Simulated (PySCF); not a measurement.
Working out the excitation energy of K

K [Ar] 4s1 (2S) → K [Ar] 3d1 (2D). All numbers are calculated (PySCF 2.14, the spin-free X2C one-electron Hamiltonian (Gaussian nucleus), in x2c-QZVPPall). Frozen: [Ne]. Energies in hartree (1 hartree = 27.21139 eV):

```tsv
part	K (lower)	K (upper)
UHF	-601.464016	-601.365568
CCSD correlation	-0.219151	-0.213408
(T)	-0.006641	-0.006139
```

Task: What does Hartree-Fock give?

Result: (-601.365568) − (-601.464016) = 0.098448 hartree = 2.679 eV.

Task: What do CCSD and CCSD(T) give?

Result: The CCSD correlation energies differ by 0.005743 hartree = 0.156 eV and the triples by 0.000502 hartree = 0.014 eV, so CCSD gives 2.835 eV and CCSD(T) 2.849 eV.

Measured between the centres of the two terms (NIST): 2.670 eV, so CCSD(T) (valence and next inner shell) is off by 0.179 eV.

What remains against the reference includes basis incompleteness, the frozen core and higher excitations.
